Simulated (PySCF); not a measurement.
# Radial density of S²⁺ (sulfur, charge +2)

TPSS, [Ne] 3s1 3p2 4s1, high-spin 5P determinant (an excited configuration). All numbers are calculated (PySCF 2.14, no relativity, point nucleus, in dyall-acv3z (19s12p6d4f, 113 functions)).

```tsv
r (bohr)	4πr²ρ (e/bohr)	4πr²(ρα − ρβ)
0.00157	0.07894	0.0004
0.00265	0.2158	0.0011
0.00445	0.5763	0.0030
0.00749	1.480	0.0077
0.0126	3.557	0.0184
0.0212	7.653	0.0391
0.0356	13.70	0.0681
0.0599	18.18	0.0870
0.101	15.76	0.1001
0.170	12.02	0.2744
0.285	16.69	0.5683
0.480	13.81	0.1243
0.807	3.761	0.5862
1.36	2.436	2.3310
2.28	0.9207	0.9205
3.84	0.3795	0.3795
6.46	0.03275	0.0328
10.9	0.0001040	0.0001
```

The outer electron is Rydberg-like, and this basis confines it to a smaller radius and binds it less than a complete one would.
